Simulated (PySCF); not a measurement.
C₇H₇, SMILES c1ccccc1[CH2], multiplicity 2.

Geometry: ωB97X-D3(BJ)/def2-SVP.

Two levels are set side by side: PBE/def2-TZVP (PySCF) and r2SCAN/def2-TZVP (PySCF). Same geometry, gas phase. Differences are taken from unrounded values.

```json
[
 {"quantity": "α-spin orbital gap (eV)", "r2SCAN": "3.76"},
 {"quantity": "β-spin orbital gap (eV)", "r2SCAN": "3.66"},
 {"quantity": "dipole moment (D)", "r2SCAN": "0.08"},
 {"quantity": "mean polarisability (bohr³)", "r2SCAN": "82.5"}
]
```

Question: What does PBE give, and how far is it from r2SCAN? (Estimate from the structure and the level; the computed values follow.)

Answer: 
```tsv
quantity	PBE	PBE minus r2SCAN
α-spin orbital gap (eV)	3.18	-0.58
β-spin orbital gap (eV)	3.03	-0.63
dipole moment (D)	0.16	0.08
mean polarisability (bohr³)	84.9	2.4
```

Rough cost on one machine, each run with all the roots and properties that it gave: r2SCAN against PBE about 4 times.
